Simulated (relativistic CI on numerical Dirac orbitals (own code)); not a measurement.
Sensitivity of the levels of Eu XLVIII to α and to the nuclear radius

Calculated at this level of theory: Dirac-Coulomb-Breit CI, orbitals from a KLI potential per configuration, derivatives by finite differences, unscaled Slater integrals, QED left out (own radial code, finite nucleus).

CI space (outside the closed core [Ne]): 3s²3p⁴, 3s3p⁵, 3s²3p³3d, 3p⁶, 3s3p⁴3d, 3p⁵3d, 3p⁴3d², 3p³3d³. Double excitations out of closed p, d and f shells are left out; levels of such configurations are missing from the list, as are those of other unlisted configurations, and high levels can miss mixing partners.

With x = (α/α₀)² − 1 an excitation energy changes as ω = ω₀ + qx; K = 2q/ω₀ is the relative enhancement. Terms are leading LS components, so labels can repeat. The field-shift factor is F = δν/δ⟨r²⟩ for the transition from the lowest level.

Lowest level 3s²3p⁴ ³P2.

```csv
Level,ω₀ (cm⁻¹),q (cm⁻¹),K,F (GHz/fm²)
3s²3p⁴ ¹S0,143983,9987,0.139,-1.56
3s²3p⁴ ³P1,1287111,1.513e+06,2.35,-102
3s²3p⁴ ¹D2,1355707,1.509e+06,2.23,-103
3s²3p³3d ³D°2,1544114,67840,0.0879,8.03
3s²3p³3d ³D°1,1595304,92500,0.116,-18.7
3s²3p³3d ³F°3,1600538,77290,0.0966,14.2
3s²3p³3d ³P°0,1601644,76530,0.0956,13.3
3s²3p³3d ³F°4,1872939,371800,0.397,18
3s²3p³3d ³D°2,1900595,453200,0.477,-112
3s²3p³3d ³D°3,2051752,397600,0.388,14.9
3s²3p³3d ³D°1,2115565,422000,0.399,-16.2
3s3p⁵ ³P°2,2490082,1.628e+06,1.31,-1940
3s3p⁵ ¹P°1,2618385,1.645e+06,1.26,-1560
3s²3p⁴ ³P0,2698639,3.022e+06,2.24,-226
3s²3p³3d ³F°2,2777505,1.561e+06,1.12,-79.1
3s²3p³3d ⁵D°0,2787725,1.57e+06,1.13,-100
3s²3p³3d ³D°1,2794885,1.577e+06,1.13,-277
3s²3p³3d ³F°3,2829729,1.566e+06,1.11,-78.3
3s²3p³3d ³G°4,2891865,1.555e+06,1.08,-78.3
3s²3p³3d ³F°2,2969468,1.576e+06,1.06,-111
3s²3p³3d ³D°3,3067092,1.781e+06,1.16,-75.1
3s²3p³3d ⁵D°4,3083106,1.858e+06,1.21,-74
3s²3p³3d ³D°3,3105898,1.637e+06,1.05,-75.6
```

At this charge energies of transitions that change n are usually good to better than 1 %, and those within a shell (Δn = 0) to a few per cent.
